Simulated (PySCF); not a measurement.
# How methods differ on the ionisation energy of Sr²⁰⁺

Sr²⁰⁺ [Ar] (1S) → Sr²¹⁺ [Ne] 3s2 3p5 (2P), as a difference of total energies. All numbers are calculated (PySCF 2.14, the spin-free X2C one-electron Hamiltonian (Gaussian nucleus), in an uncontracted even-tempered set (18 s from 2.1 bohr⁻², ratio 2.5; 12 p from 2.7 bohr⁻², ratio 2.5; 5 d from 14 bohr⁻², ratio 2.7; 4 f from 21 bohr⁻², ratio 2.7)). Correlated levels: outer shells: 1s2 frozen; virtual orbitals above 40 to 60 times the deepest correlated orbital energy dropped. The calculations carry no spin-orbit coupling.

```tsv
method	ionisation energy (eV)
UHF	936.48
LDA	937.92
PBE	937.83
PBE0	937.99
r2SCAN	938.39
M06	938.52
PBEsol	937.63
MP2 (outer shells)	937.46
SCS-MP2 (outer shells)	937.31
```

**Question.** How much does correlation contribute at MP2 (outer shells)?

**Answer.** 937.46 − (936.48) = 0.98 eV, measured against UHF.

A first-order spin-orbit estimate (lowest level to lowest level, LS coupling) adds -4.576 eV.

Breit and QED terms and the two-electron picture change are absent.

For comparison: 932 ± 3 eV (semi-empirical (NIST evaluation); NIST Atomic Spectra Database, ionization energies).
